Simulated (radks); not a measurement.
Values are calculated unless marked as measured or tabulated.
Task: The mean radii <r> (bohr) of the occupied orbitals of an atom or ion are listed with their occupations. Code: a radial shooting solver on a logarithmic mesh with Libxc functionals. Model: Dirac Kohn-Sham, exchange-only B88, spin-unpolarised, spherical densities, point nucleus.

orbital  occ.     <r>
1s1/2       2  0.1200
2s1/2       2  0.5872
2p1/2       2  0.5399
2p3/2       2  0.5416
3d3/2       1   1.927

Name the element and its charge. Open shells, if any, fill j = l - 1/2 first.

Result: Z = 13, aluminium, charge +4: Al4+ in [He] 2s2 2p4 3d1. The 1s radius gives Z: for a bare nucleus <r> = (2 gamma + 1)/(2Z) with gamma = sqrt(1 - (Z/c)^2), 0.115 bohr for Z = 13, and screening makes it slightly larger (0.1200 here). The occupations add up to 9, and the charge is Z minus that.
